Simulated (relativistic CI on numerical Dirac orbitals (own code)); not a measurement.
Pd3+: L2,3 absorption edge

Computed with this model: Dirac-Coulomb-Breit CI, separate exchange-only KLI orbitals for each configuration, a model potential for QED, valence Slater integrals scaled by 0.8, multiplet model of core-to-valence dipole absorption; configurations [Kr] 4d7 → [He] 2s2 2p5 3s2 3p6 3d10 4s2 4p6 4d8; 80 K; Lorentzian 0.96 eV and Gaussian 0.5 eV FWHM. Energies are those of the free ion, without screening or charge transfer. The branching ratio is the share of the lower-energy edge in the whole absorption, uncertain by about 0.02 where the edges overlap. S is read from ⟨S²⟩ = S(S + 1).

Field parameters in Wybourne normalisation: D3d B²₀ = −7Dσ, B⁴₀ = −14Dq − 21Dτ, B⁴₃ = −14√(10/7) Dq; D4h B²₀ = −7Ds, B⁴₀ = 21(Dq − Dt), B⁴₄ = 21√(5/14) Dq; Td as Oh with Dq negative (B⁴₀ = 21Dq, B⁴₄ = √(5/14) B⁴₀). The field is a parameter set, without covalency.

Peaks in eV (height, largest 100): 3177.3 (68), 3178.5 (100), 3334.5 (21), 3335.9 (28).

Q: Which surroundings give this spectrum?
A. D4h, 10Dq = 25500, Ds = 880, Dt = 60 cm⁻¹
B. D3d, 10Dq = 17200, Dσ = -450, Dτ = -210 cm⁻¹
C. Td, 10Dq = -9950 cm⁻¹
D. D4h, 10Dq = 23700, Ds = -240, Dt = -40 cm⁻¹

A: A. D4h, 10Dq = 25500, Ds = 880, Dt = 60 cm⁻¹, where the ground state has S = 0.55.
